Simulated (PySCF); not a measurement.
First SCF of a structure search on doublet RuF3, at a hand-made trigonal pyramidal geometry. PySCF input:

```python
from pyscf import gto, scf, dft
mol = gto.M(atom='''
Ru     0.000000     0.000000     0.000000
F      1.668800     0.000000     0.887300
F     -0.834400     1.445200     0.887300
F     -0.834400    -1.445200     0.887300''',
    basis={'Ru': 'def2-TZVP', 'F': 'def2-TZVP'},
    ecp={'Ru': 'def2-TZVP'},
    charge=0, spin=1)
mf = dft.UKS(mol, xc='PBE0')
mf.grids.atom_grid = (50, 194)
aux = {'Ru': 'def2-universal-JKFIT', 'F': 'def2-universal-JKFIT'}
mf = mf.density_fit(auxbasis=aux)
mf.conv_tol = 1e-08
mf.diis_space = 10
mf.max_cycle = 60
mf.init_guess = 'minao'
mf.verbose = 4
mf.kernel()
```

Excerpt of the output (cycles alone):

```
init E= -386.238308096841
cycle= 1 E= -394.077476307443  delta_E= -7.84  |g|= 0.641  |ddm|= 2.88
cycle= 2 E= -393.924374708513  delta_E= 0.153  |g|= 0.98  |ddm|= 0.941
cycle= 3 E= -394.186683238307  delta_E= -0.262  |g|= 0.327  |ddm|= 0.563
cycle= 4 E= -394.225173041065  delta_E= -0.0385  |g|= 0.0444  |ddm|= 0.191
cycle= 5 E= -394.226024198884  delta_E= -0.000851  |g|= 0.0211  |ddm|= 0.0428
cycle= 6 E= -394.226189334371  delta_E= -0.000165  |g|= 0.0115  |ddm|= 0.0172
cycle= 7 E= -394.226288603046  delta_E= -9.93e-05  |g|= 0.00466  |ddm|= 0.0134
cycle= 8 E= -394.226367498311  delta_E= -7.89e-05  |g|= 0.0025  |ddm|= 0.0172
cycle= 9 E= -394.22644543146  delta_E= -7.79e-05  |g|= 0.00212  |ddm|= 0.021
cycle= 10 E= -394.226518203527  delta_E= -7.28e-05  |g|= 0.00189  |ddm|= 0.0217
cycle= 11 E= -394.226674154743  delta_E= -0.000156  |g|= 0.00185  |ddm|= 0.0615
cycle= 12 E= -394.226723958886  delta_E= -4.98e-05  |g|= 0.00123  |ddm|= 0.0364
cycle= 13 E= -394.226729237575  delta_E= -5.28e-06  |g|= 0.00109  |ddm|= 0.00613
cycle= 14 E= -394.226736201031  delta_E= -6.96e-06  |g|= 0.000289  |ddm|= 0.0152
cycle= 15 E= -394.226737207203  delta_E= -1.01e-06  |g|= 0.000261  |ddm|= 0.00267
cycle= 16 E= -394.226737878735  delta_E= -6.72e-07  |g|= 0.000213  |ddm|= 0.00261
cycle= 17 E= -394.226738348287  delta_E= -4.7e-07  |g|= 0.000215  |ddm|= 0.00161
cycle= 18 E= -394.226738811665  delta_E= -4.63e-07  |g|= 0.000215  |ddm|= 0.00135
cycle= 19 E= -394.226740208456  delta_E= -1.4e-06  |g|= 0.000205  |ddm|= 0.00406
cycle= 20 E= -394.22674555068  delta_E= -5.34e-06  |g|= 0.000186  |ddm|= 0.0169
cycle= 21 E= -394.226752518304  delta_E= -6.97e-06  |g|= 0.000252  |ddm|= 0.0282
cycle= 22 E= -394.226754070446  delta_E= -1.55e-06  |g|= 0.000116  |ddm|= 0.00848
cycle= 23 E= -394.226756798979  delta_E= -2.73e-06  |g|= 0.00024  |ddm|= 0.0306
cycle= 24 E= -394.226756806948  delta_E= -7.97e-09  |g|= 6.96e-05  |ddm|= 0.00218
Extra cycle  E= -394.226756802916  delta_E= 4.03e-09  |g|= 0.000177  |ddm|= 0.000175
converged SCF energy = -394.226756802916  <S^2> = 0.87434012  2S+1 = 2.1206981
```

This is not the lowest solution: all starts ended here, but a stability analysis within the same unrestricted form found one 3.0 kJ/mol lower, at -394.22791 Eh.

Other spin states or occupations of the open shell can lie lower.

The search for the lowest solution, 3 starts and the stability check together, took 48 s on 4 threads of a shared Arm Neoverse V1 host, with 133 basis functions; the process peaked at 0.57 GiB. Launch command: `OMP_NUM_THREADS=4 python axn.py task.json out`.
